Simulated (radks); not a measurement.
Spherical quantum dot in the effective-mass picture: electrons in a parabolic well V = omega^2 r^2 / 2 with omega = 2.81, all in effective atomic units (hartree* = m*/eps^2 hartree, bohr* = eps/m* bohr), one dielectric constant everywhere. Method: non-relativistic Kohn-Sham, PBE, spin-polarised, spherical densities; computed with a radial shooting solver with Libxc functionals. Levels are named by radial order and angular momentum (1s, 1p, 1d, 2s, ...), and open shells are averaged over m.

N = 20, configuration 1s2 1p6 1d10 2s2. This is the lowest configuration that the search found. Occupied and some empty levels:

level,occupation,eigenvalue (hartree*),<r> (bohr*)
1s,2,20.481,0.8900
1p,6,22.106,1.129
1d,10,23.897,1.303
2s,2,24.197,1.157
1f,0,25.830,1.444
2p,0,26.266,1.313
1g,0,27.882,1.566

Energy (hartree*): total 316.058, kinetic 57.404, external 124.75, Hartree 149.73, exchange-correlation -15.828.
